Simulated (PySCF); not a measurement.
ZnH₂, SMILES [ZnH2].

The structure is a stationary point at PBE-D3(BJ)/def2-TZVPD. The isomer is the one that the SMILES or the coordinates give; other isomers of the formula were not compared.

These are TDDFT-PBE0/def2-TZVPD (PySCF) values and carry that method's errors.

Vertical excitations; the highest root listed may be one member of a degenerate set. Gas-phase values at a fixed geometry. State labels are in the subgroup D2h.

Question: Give excitation energies, oscillator strengths and character. (An estimate is asked for; the answer gives what the named calculation found.)

Answer: 
| state | symmetry | energy (eV) | λ (nm) | f | main pairs |
|---|---|---|---|---|---|
| S1 | B2g | 5.88 | 211 | 0.000 | HOMO→LUMO+1 (degenerate set) |
| S2 | B3g | 5.88 | 211 | 0.000 | HOMO→LUMO (degenerate set) |
| S3 | B3u | 8.06 | 154 | 0.338 | HOMO−1→LUMO+1 (degenerate set) |
| S4 | B2u | 8.06 | 154 | 0.338 | HOMO−1→LUMO (degenerate set) |
| S5 | Ag | 8.11 | 153 | 0.000 | HOMO→LUMO+2 99 % |
| S6 | B3g | 8.60 | 144 | 0.000 | HOMO→LUMO+4 (degenerate set) |
| S7 | B2g | 8.60 | 144 | 0.000 | HOMO→LUMO+5 (degenerate set) |
| S8 | B1u | 8.63 | 144 | 0.617 | HOMO→LUMO+6 88 % |
| S9 | B1u | 8.79 | 141 | 0.413 | HOMO→LUMO+3 84 % |
| S10 | Ag | 9.59 | 129 | 0.000 | HOMO−1→LUMO+3 97 % |
| T1 | B3g | 5.43 | 228 | 0 | HOMO→LUMO (degenerate set) |
| T2 | B2g | 5.43 | 228 | 0 | HOMO→LUMO+1 (degenerate set) |
| T3 | B1u | 6.31 | 197 | 0 | HOMO→LUMO+3 96 % |
| T4 | B3u | 6.72 | 184 | 0 | HOMO−1→LUMO+1 93 % |
Triplets are in the Tamm–Dancoff approximation, which puts them higher than full response would, so one can lie above its singlet here.
